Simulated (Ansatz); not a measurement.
**Four-centre ligand exchange**

Start structure (SiH3OF3, closed shell), relaxed at PBE0-D4/def2-TZVP:

Si1  (-0.785, 0.395, -0.560)
O2  (0.640, -0.299, -0.174)
F3  (-1.622, -0.572, -1.485)
F4  (-0.534, 1.707, -1.403)
H5  (-1.495, 0.689, 0.682)
H6  (1.157, -0.607, 1.454)
F7  (1.383, -0.749, 2.349)
H8  (1.255, -0.565, -0.862)
(Å)

The step: SiH₂OF₂ ([OH][SiH]([F])[F]) + HF → SiHF₃ ([F][SiH]([F])[F]) + H₂O; bonds formed: Si1–F7, O2–H6; bonds broken: Si1–O2, H6–F7. Ansatz 0.2.0; basis: def2-TZVPP and def2-QZVPP; cores frozen in the correlated methods. Extrapolation: Hartree–Fock as exp(−7.88 √X), correlation as X^−2.97. Energies below are by CCSD(T) at an estimated basis limit (MP2 extrapolated from triple and quadruple zeta, plus CCSD(T) − MP2 in triple zeta).

What are the electronic barrier and the energy of the step, from the start structure to the end structure? (Judge from chemistry; the value comes from the calculation.)

By the calculation: Barrier 23.03 kcal/mol; step energy -5.28 kcal/mol (downhill); reverse barrier, their difference, 28.30 kcal/mol. Barrier and step energy count from the start structure, the reverse barrier from the end structure.

The saddle point: One imaginary mode of 766i cm⁻¹.
```
  pair  start (Å)  saddle (Å)  end (Å)
Si1–F7       3.80        1.92     1.57
 O2–H6       1.74        1.14     0.96
Si1–O2       1.63        1.77     2.97
 H6–F7       0.93        1.22     3.51
```

Zero-point energy (harmonic, PBE0-D4): ZPE is 25.98 kcal/mol at the start and 25.16 kcal/mol at the saddle, so the barrier goes from 23.03 to 22.21 kcal/mol.

T1 diagnostic: at most 0.012.

Steps of this kind, hydrogen fluoride cutting a network bond, underlie vapour etching and the fluorination step of atomic layer etching.

Labels in which every atom is bracketed show which atoms are joined, not bond orders.

For scale, one of the runs: CCSD(T)/def2-TZVPP, 208 basis functions, launched by `ansatz run in.yaml --threads 4 --pin off --events-out ev --progress --plain --max-ram 9574MiB`. Hardware: 4 CPU threads of an Arm Neoverse V1, shared host. Wall time 97 s; peak host memory 3.1 GiB.
